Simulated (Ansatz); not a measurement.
The cluster Be4Se5⁻. Total charge -1; doublet. Geometry PBE0-D4/def2-SVP, that of the neutral singlet; atoms count from 1.

```tsv
atom	x (Å)	y (Å)	z (Å)
Be1	-0.946	1.432	-0.202
Be2	-0.781	-0.743	-1.061
Be3	1.190	0.609	-0.707
Be4	-0.101	-0.234	1.452
Se5	-0.282	1.002	-2.262
Se6	-2.127	-0.236	0.538
Se7	1.204	-1.602	-0.583
Se8	0.790	1.765	1.062
Se9	1.053	-1.994	1.763
```

The structure comes from a short search, and lower isomers may exist.

Question: Estimate the Mulliken populations from the PBE0/def2-TZVPD orbitals of Ansatz.

Answer: 
| atom | charge (e) | spin (α − β) |
| --- | --- | --- |
| Be1 | 0.08 | 0.26 |
| Be2 | 0.36 | 0.38 |
| Be3 | 0.36 | 0.38 |
| Be4 | 0.72 | 0.10 |
| Se5 | -0.57 | -0.07 |
| Se6 | -0.56 | -0.05 |
| Se7 | -0.30 | -0.06 |
| Se8 | -0.56 | -0.05 |
| Se9 | -0.55 | 0.11 |
Mulliken values depend strongly on the basis. With diffuse functions, as here, like atoms can get unlike values, and bond orders can come out too low or too high.

Question: Where does the spin sit?

Answer: Summed by element: Be 1.12, Se -0.12, of 1 unpaired in all. Largest on single atoms: Be3 0.38, Be2 0.38, Be1 0.26.

Question: And the Mayer bond orders between heavy atoms (over 0.3)?

Answer: Be1–Se5 0.70 (2.21 Å); Be1–Se6 0.72 (2.17 Å); Be1–Se8 0.72 (2.17 Å); Be2–Be3 0.31 (2.42 Å); Be2–Se5 0.41 (2.18 Å); Be2–Se6 0.58 (2.15 Å); Be2–Se7 0.55 (2.21 Å); Be3–Se5 0.41 (2.18 Å); Be3–Se7 0.55 (2.21 Å); Be3–Se8 0.58 (2.15 Å); Be4–Se6 0.40 (2.22 Å); Be4–Se8 0.40 (2.22 Å); Be4–Se9 0.49 (2.13 Å); Se7–Se9 0.86 (2.38 Å).
